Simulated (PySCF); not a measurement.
All values below come from PBE-D3(BJ)/def2-TZVP // B3LYP-D3(BJ)/def2-TZVP (PySCF). Isolated molecules, 0 K electronic values unless said otherwise. Excitations are Tamm–Dancoff values on a coarser integration grid. The basis has no diffuse functions, so Rydberg states are missing or too high.

Reference species (SMILES): `n1[si](=C)c1` (neutral, multiplicity 1).

```yaml
T1 excitation (TDA): 2.73 eV
S1 excitation (TDA): 2.99 eV
dipole_moment: 1.63 D
HOMO–LUMO gap: 2.87 eV
```

After one change: the T1 excitation (TDA) goes up by 0.27 eV; the S1 excitation (TDA) rises by 0.62 eV; the dipole moment rises by 0.74 D; the HOMO–LUMO gap increases by 0.54 eV.

Question: Name the change that produced these shifts. The new species is one of these.
(A) `C#CN=[SiH2]`
(B) `[H]/N=[SiH]/C#C`
(C) `N=[si]1cc1`
(D) `C=[SiH]C#N`

Answer: B, `[H]/N=[SiH]/C#C`
